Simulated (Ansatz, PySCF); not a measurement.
This Ansatz (a quantum-chemistry and plane-wave program) input computes a PBE0/def2-TZVPD energy:

Ansatz 0.2 input:
```yaml
crystal:
  periodic: [false, false, false]
  atoms:
    - {symbol: B, position_ang: [-0.79579729, 0.31105973, -0.09105722]}
    - {symbol: O, position_ang: [0.54487434, -0.21297944, 0.06234596]}
    - {symbol: H, position_ang: [-1.61330975, -0.52331540, -0.21187621]}
    - {symbol: H, position_ang: [-0.84492411, 1.48418516, -0.06940138]}
    - {symbol: H, position_ang: [1.33120986, 0.35697248, 0.17305895]}
    - {symbol: H, position_ang: [0.74701577, -1.16930535, 0.06473710]}
basis:
  gaussian:
    orbitals: def2-TZVPD
hamiltonian:
  xc: {name: PBE0}
total_charge: 1
output: {forces: true}
```

Q: Write an input for the same energy in PySCF and say what it gives.

A: 
```python
from pyscf import gto, scf, dft

mol = gto.M(
    atom='''
    B    -0.79579729    0.31105973   -0.09105722
    O     0.54487434   -0.21297944    0.06234596
    H    -1.61330975   -0.52331540   -0.21187621
    H    -0.84492411    1.48418516   -0.06940138
    H     1.33120986    0.35697248    0.17305895
    H     0.74701577   -1.16930535    0.06473710
    ''',
    basis='def2-tzvpd',
    charge=1,
    spin=0,
    verbose=4,
)

mf = dft.RKS(mol, xc='pbe0').density_fit(auxbasis='def2-universal-jkfit')
mf.grids.level = 3
mf.conv_tol = 1e-9
mf.max_cycle = 100
mf.max_memory = 1500
mf.kernel()
if not mf.converged:
    mf = mf.newton()
    mf.kernel(mf.make_rdm1())
mf.analyze()
```
It gives -102.09996 Eh, and Ansatz -102.09991 Eh, a difference of 0.05 mEh, from the treatment of integrals and grids.

It need not be the lowest isomer of its formula.
